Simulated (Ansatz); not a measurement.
```xyz
7

C     0.426   -0.740    0.486
S    -0.097    0.662    1.569
Ge   -0.387    0.627   -0.601
H     1.500   -0.876    0.424
H    -0.125   -1.660    0.654
H    -1.816    0.435   -1.102
H     0.500    1.552   -1.430
```

Total charge 0; spin multiplicity 1.

Task: List the B3LYP/def2-TZVPP orbital energies in eV (the Gaussian-basis code of Ansatz). (Best estimate.)

Result: Ansatz gave: Occupied: -10850.74, -2417.54, -1355.11, -1206.04, -1205.99, -1205.99, -277.76, -215.50, -169.66, -160.06, -160.00, -159.84, -119.97, -119.88, -119.86, -33.51, -33.49, -33.47, -33.42, -33.39, -21.43, -16.57, -14.74, -12.25, -10.94, -9.94, -8.94, -7.28, -6.52. Lowest empty: -0.70, -0.08, 0.51, 1.28, 1.74, 2.67, 2.95, 3.78.

B3LYP here is the variant with VWN-RPA as its local correlation; programs differ in this.
